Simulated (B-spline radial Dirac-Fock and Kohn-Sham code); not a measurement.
Dipole and non-dipole photoemission parameters of Xe 4d3/2

System: atomic xenon in the configuration [Kr] 4d10 5s2 5p6; threshold 69.50 eV (tabulated edge). Level of theory: Dirac-Hartree-Slater photoionisation with a Latter tail; cross sections with all multipoles, angular parameters from the dipole term and its interference with E2; a radial atomic solver.

For linearly polarised light dσ/dΩ = σ/(4π) [1 + β P₂(cos θ) + (δ + γ cos²θ) sin θ cos φ], with θ from the polarisation vector and φ the angle between the beam and the projection of the electron momentum on the plane normal to the polarisation.

| hν (eV) | σ (kb) | β | γ | δ |
| --- | --- | --- | --- | --- |
| 109 | 1950 | 1.397 | -0.053 | -0.007 |
| 143 | 212 | 1.302 | -0.461 | 0.067 |
| 153 | 161 | 0.295 | -0.488 | 0.112 |
| 154 | 159 | 0.193 | -0.481 | 0.115 |
| 200 | 240 | -0.612 | 0.044 | 0.068 |
| 310 | 343 | 0.496 | 0.095 | 0.003 |
| 356 | 323 | 0.696 | 0.059 | -0.002 |
| 460 | 255 | 0.965 | -0.001 | -0.002 |
| 784 | 109 | 1.264 | -0.018 | 0.013 |
| 800 | 105 | 1.271 | -0.015 | 0.013 |
| 850 | 93.1 | 1.288 | -0.005 | 0.015 |
| 1310 | 35.6 | 1.350 | 0.136 | 0.031 |
| 1460 | 27.3 | 1.350 | 0.188 | 0.036 |
| 1486.9 | ? | ? | ? | ? |
| 1780 | 16.5 | 1.336 | 0.298 | 0.045 |
| 2000 | 12.1 | 1.321 | 0.371 | 0.051 |
| 3200 | 3.14 | 1.214 | 0.704 | 0.085 |
| 3400 | 2.61 | 1.196 | 0.750 | 0.091 |
| 4000 | 1.58 | 1.144 | 0.878 | 0.109 |
| 4090 | 1.47 | 1.136 | 0.895 | 0.111 |
| 5060 | 0.739 | 1.061 | 1.066 | 0.140 |
| 6000 | 0.418 | 0.997 | 1.201 | 0.169 |
| 6780 | 0.275 | 0.950 | 1.295 | 0.192 |
| 6820 | 0.270 | 0.947 | 1.299 | 0.193 |
| 8770 | 0.111 | 0.847 | 1.483 | 0.251 |
| 8850 | 0.107 | 0.844 | 1.489 | 0.254 |
| 13600 | 0.0220 | 0.673 | 1.757 | 0.387 |
| 15000 | 0.0152 | 0.634 | 1.809 | 0.424 |

Problem. Give the values at Al Kα (taken as 1486.9 eV).

Solution. σ = 26.1 kb, β = 1.349, γ = 0.198, δ = 0.037.

Values without a named source are computed, but for edge energies of neutral atoms, which are taken from tables.
